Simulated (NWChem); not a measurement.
System: CH$_{3}$OS anion

The following NWChem deck was run.

```
start job
memory heap 200 mb stack 900 mb global 1100 mb
charge -1
geometry units angstroms noautoz
  C      0.359253     1.404615     0.000000
  S     -0.556914    -0.192200     0.000000
  O      0.607773    -1.305683     0.000000
  H      0.999453     1.486768     0.896164
  H     -0.377820     2.227607     0.000000
  H      0.999453     1.486768    -0.896164
end
basis spherical
  C library 6-31g*
  S library 6-31g*
  O library 6-31g*
  H library 6-31g*
end
dft
  xc m06-2x
  grid xcoarse
  iterations 150
  mulliken
end
task dft gradient
```

Parts of the log:

```
             Northwest Computational Chemistry Package (NWChem) 7.3.0
             --------------------------------------------------------

 CS  symmetry detected

                             Geometry "geometry" -> ""
                             -------------------------

 Output coordinates in angstroms (scale by  1.889725989 to convert to a.u.)

  No.       Tag          Charge          X              Y              Z
 ---- ---------------- ---------- -------------- -------------- --------------
    1 C                    6.0000     0.40877060     1.38985670     0.00000000
    2 S                   16.0000    -0.55421732    -0.17916669     0.00000000
    3 O                    8.0000     0.57703196    -1.32660526     0.00000000
    4 H                    1.0000     1.05112006     1.45304154     0.89616400
    5 H                    1.0000    -0.30364221     2.23428576     0.00000000
    6 H                    1.0000     1.05112006     1.45304154    -0.89616400

 Effective nuclear repulsion energy (a.u.)     102.8632021893

      Symmetry information
      --------------------

 Group name             Cs
 Group number              2
 Group order               2
 No. of unique centers     5

                                 NWChem DFT Module
                                 -----------------

 Summary of "ao basis" -> "ao basis" (spherical)
 ------------------------------------------------------------------------------
       Tag                 Description            Shells   Functions and Types
 ---------------- ------------------------------  ------  ---------------------
 C                           6-31g*                  6       14   3s2p1d
 S                           6-31g*                  8       18   4s3p1d
 O                           6-31g*                  6       14   3s2p1d
 H                           6-31g*                  2        2   2s

      Symmetry analysis of basis
      --------------------------

        a'         37
        a"         15

            General Information
            -------------------
          SCF calculation type: DFT
          Wavefunction type:  closed shell.
          No. of atoms     :     6
          No. of electrons :    34
           Alpha electrons :    17
            Beta electrons :    17
          Charge           :    -1
          Spin multiplicity:     1
          Use of symmetry is: on ; symmetry adaption is: on
          Maximum number of iterations: 150
          AO basis - number of functions:    52
                     number of shells:    26
          Convergence on energy requested:  1.00D-06
          Convergence on density requested:  1.00D-05
          Convergence on gradient requested:  5.00D-04

              XC Information
              --------------
                       M06-2X Method XC Functional
                     Hartree-Fock (Exact) Exchange  0.540
                        M06-2X Exchange Functional  1.000
                      M06-2X Correlation Potential  1.000

             Grid Information
             ----------------
          Grid used for XC integration:  xcoarse
          Radial quadrature: Mura-Knowles
          Angular quadrature: Lebedev.
          Tag              B.-S. Rad. Rad. Pts. Rad. Cut. Ang. Pts.
          ---              ---------- --------- --------- ---------
          C                   0.70       21           7.0       194
          S                   1.00       42           7.0       194
          O                   0.60       21           9.0       194
          H                   0.35       21           8.0       194
          Grid pruning is: on
          Number of quadrature shells:   126
          Spatial weights used:  Erf1

      Superposition of Atomic Density Guess
      -------------------------------------

 Sum of atomic energies:        -511.36498495

 Renormalizing density from      33.00 to     34

      Non-variational initial energy
      ------------------------------

 Total energy =    -521.576801
 1-e energy   =    -936.674928
 2-e energy   =     312.234925
 HOMO         =       0.163182
 LUMO         =       0.378272

      Symmetry analysis of molecular orbitals - initial
      -------------------------------------------------

  Numbering of irreducible representations:

     1 a'          2 a"

  Orbital symmetries:

     1 a'          2 a'          3 a'          4 a'          5 a'
     6 a'          7 a"          8 a'          9 a'         10 a'
    11 a'         12 a"         13 a'         14 a"         15 a'
    16 a'         17 a"         18 a'         19 a'         20 a'
    21 a"         22 a'         23 a'         24 a'         25 a"
    26 a'         27 a"

     ---------------------------------------------
      Total Density - Mulliken Population Analysis
     ---------------------------------------------

    Atom       Charge   Shell Charges
 -----------   ------   -------------------------------------------------------
    1 C    6     6.42   2.00  0.65  1.70  0.72  1.31  0.03
    2 S   16    15.57   2.00  2.00  5.95  1.08  2.16  0.68  1.64  0.07
    3 O    8     9.25   2.00  0.90  2.91  1.02  2.42  0.01
    4 H    1     0.92   0.48  0.44
    5 H    1     0.92   0.48  0.44
    6 H    1     0.92   0.48  0.44

[...]

                         DFT ENERGY GRADIENTS

    atom               coordinates                        gradient
                 x          y          z           x          y          z
   1 C       0.772464   2.626448   0.000000    0.005136   0.000654   0.000000
   2 S      -1.047319  -0.338576   0.000000   -0.016124   0.009646   0.000000
   3 O       1.090432  -2.506920   0.000000    0.012348  -0.010934   0.000000
   4 H       1.986329   2.745850   1.693504    0.001338  -0.000062   0.003459
   5 H      -0.573801   4.222188   0.000000   -0.004036   0.000759   0.000000
   6 H       1.986329   2.745850  -1.693504    0.001338  -0.000062  -0.003459
```

Level: M06-2X/6-31G* (spherical d). Sets without diffuse functions describe the anion's extra electron poorly. All runs use the structure optimised with B3LYP/def2-SVPD. The highest occupied level is positive, so the extra electron may be held by the finite basis.
